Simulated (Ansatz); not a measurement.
Isolated molecules relaxed with PBE0-D4/def2-TZVP in Ansatz; ΔE leaves out vibrations. CCSD(T)/CBS adds triple-zeta CCSD(T) − MP2 to the extrapolated MP2 energy (def2 sets, frozen cores). This one scheme is used for every species. Functionals use def2-TZVPP. B3LYP here is the variant with VWN-RPA as its local correlation; programs differ in this. Each species was taken in one conformer, which may not be the lowest.

Consider the hydrogenolysis of the Si–O bond: `N[SiH2]O[Si](N)(O)O` + H₂ → `N[SiH2]O[SiH](N)O` + H₂O.

| level | ΔE (kJ/mol) | difference from CCSD(T)/CBS |
| --- | --- | --- |
| r2SCAN-D4 | 106.8 | 8.1 |
| B3LYP-D4 | 101.5 | 2.8 |
| B2PLYP | 99.6 | 0.9 |
| PBE | 91.2 | -7.5 |
| MP2/def2-TZVPP | 103.4 | 4.7 |
| CCSD/def2-TZVPP | 97.8 | -0.9 |
| CCSD(T)/def2-TZVPP | 99.8 | 1.1 |
| MP2/def2-QZVPP | 102.9 | 4.2 |
| SCS-MP2/def2-QZVPP | 99.6 | 0.9 |
| HF/CBS(def2) | 96.1 | -2.6 |
| CCSD(T)/CBS | 98.7 | 0 |

Largest T1 diagnostic among the species: 0.011.

The D4 term adds +5.9 kJ/mol with B3LYP and +3.3 kJ/mol with PBE0; it sums over pairs of atoms, weighted by their polarisabilities, and B3LYP, whose exchange is more repulsive, gets the larger term. In def2-TZVPP, CCSD(T) changes the Hartree–Fock value by +4.1 kJ/mol (the triples alone add +2.0 kJ/mol) and MP2 by +7.7 kJ/mol.
